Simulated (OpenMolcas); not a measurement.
## Ge I: effect of correlating more closed shells

```
Program             : OpenMolcas 26.06
Basis               : ANO-RCC-VDZP [5s4p2d]
Scalar Hamiltonian  : DKH2, point nucleus
Active space        : 2 electrons in 3 orbitals (4p)
State averaging     : 2S+1 = 3 even, 3 roots; 2S+1 = 1 even, 6 roots
Spin-orbit coupling : RASSI with atomic mean-field integrals over the reference wave functions, term energies averaged over their components
```

Methods on the same reference wave functions:
A. CASSCF
B. SS-CASPT2, IPEA 0.25 Eh, imaginary shift 0.1 Eh (closed shells correlated: 4s)
C. SS-CASPT2, IPEA 0.25 Eh, imaginary shift 0.1 Eh (closed shells correlated: 3d 4s)

Energies in cm-1 above 4s2 4p2 3P0, the measured ground level; measured values from NIST Handbook of Basic Atomic Spectroscopic Data.

| Level | A | B | C | Measured |
| --- | --- | --- | --- | --- |
| 4s2 4p2 3P0 | 0.0 | 0.0 | 0.0 | 0.0 |
| 4s2 4p2 3P1 | 448 | 457 | 457 | 557 |
| 4s2 4p2 3P2 | 1205 | 1213 | 1213 | 1410 |
| 4s2 4p2 1D2 | 9692 | 9410 | 9430 | 7125 |
| 4s2 4p2 1S0 | 22854 | 19540 | 19590 | 16367 |

Deviations, from unrounded energies. A percentage is the sum of absolute deviations over the sum of measured energies, with the sign that they share, or ± where signs differ.

```csv
Against measurement,Levels,A,B,C
mean absolute deviation (cm-1),4,2300,1400,1500
fine structure of the ground term (%),2,-15.9,-15.1,-15.1
other terms of the ground configuration (%),2,+38.5,+23.3,+23.6
```

B, C lie about equally close to measurement and A furthest from it. The largest miss of B in the table is 4s2 4p2 1S0, by +3200 cm-1. The ranking rests on the paired levels alone, and a cruder setting can come out closer through cancelling errors.

Between B and C the level of the table that moves most is 4s2 4p2 1S0, by 48 cm-1 (lowest in B, highest in C). Moves below CASPT2's spread within the term are not significant.

The mean deviations of B to C differ by less than CASPT2's widest spread within a term (75 cm-1), so their order carries little weight.

From A to B the spin-free energies of the other terms of 4s2 4p2 shown, above 3P, scale by factors of 0.85 to 0.97.

The lowest spin-free term lies below A's lowest term by 0.024 hartree in B, 0.191 hartree in C.

What an inner shell adds also hangs on whether the basis holds functions to correlate it.

CASPT2 breaks the degeneracy within a term, and the mean is taken; among the terms shown or strongly mixed into the levels shown the widest spread is 75 cm-1 (4s2 4p2 1D, C). With the s shell closed, the reference lacks s² → p² mixing. Without dynamic correlation excited terms often stand tens of per cent too high (terms of higher spin than the ground term too low), and those without a measured partner can miss by more than the paired ones (holds for A). Some terms miss by over 15 % even with CASPT2, which points to a basis or an active space too small for the shells correlated (holds for B; C). Computed and measured levels are paired by configuration, term and J; levels that our copy of the source lacks, or whose pairing is in doubt (as where it misses far off the trend of its configuration), stay unpaired and out of the deviations. Only configurations of the active space appear.
